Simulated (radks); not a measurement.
Values are calculated unless marked as measured or tabulated.
Ionisation of Sb32+, [Ar] 3d1, to Sb33+, [Ar], under several functionals. Dirac Kohn-Sham, spin-unpolarised, spherical densities, finite nucleus; open shells fill j = l - 1/2 first; a radial shooting solver on a logarithmic mesh with Libxc functionals.

[
 {"functional": "PBEsol", "E(Sb32+) (hartree)": "-5733.34584", "Exc (hartree)": "-113.54022", "IE (eV)": "1954.0", "-e(HOMO) (eV)": "1910.3", "<r> HOMO (bohr)": "0.2621", "IE error (eV)": "0.0"},
 {"functional": "LDA (Slater exchange, Perdew-Zunger correlation)", "E(Sb32+) (hartree)": "-5730.27229", "Exc (hartree)": "-110.43374", "IE (eV)": "1954.7", "-e(HOMO) (eV)": "1910.9", "<r> HOMO (bohr)": "0.2620", "IE error (eV)": "+0.7"},
 {"functional": "SOGGA", "E(Sb32+) (hartree)": "-5733.14154", "Exc (hartree)": "-113.33497", "IE (eV)": "1953.8", "-e(HOMO) (eV)": "1910.0", "<r> HOMO (bohr)": "0.2622", "IE error (eV)": "-0.2"},
 {"functional": "HCTH/407", "E(Sb32+) (hartree)": "-5737.38373", "Exc (hartree)": "-117.65802", "IE (eV)": "1959.5", "-e(HOMO) (eV)": "1915.9", "<r> HOMO (bohr)": "0.2618", "IE error (eV)": "+5.5"},
 {"functional": "B86b exchange with PBE correlation", "E(Sb32+) (hartree)": "-5736.66804", "Exc (hartree)": "-116.89436", "IE (eV)": "1954.4", "-e(HOMO) (eV)": "1910.6", "<r> HOMO (bohr)": "0.2622", "IE error (eV)": "+0.4"},
 {"functional": "revPBE", "E(Sb32+) (hartree)": "-5736.38500", "Exc (hartree)": "-116.60992", "IE (eV)": "1954.0", "-e(HOMO) (eV)": "1910.3", "<r> HOMO (bohr)": "0.2622", "IE error (eV)": "0.0"},
 {"functional": "exchange-only B88", "E(Sb32+) (hartree)": "-5735.74589", "Exc (hartree)": "-115.97109", "IE (eV)": "1952.9", "-e(HOMO) (eV)": "1909.1", "<r> HOMO (bohr)": "0.2621", "IE error (eV)": "-1.1"}
]

NIST Atomic Spectra Database: 1954 eV (theoretical). Closest: PBEsol. The Delta-SCF values span 6.66 eV, the total energies 7.11 hartree. The highest occupied level is 3d3/2. Spin polarisation and multiplet splitting are left out, so open shells lie too high by an amount that depends on their filling.

Beside tabulated values, note that spin-unpolarised runs miss the spin-polarisation part of the exchange energy of open shells.
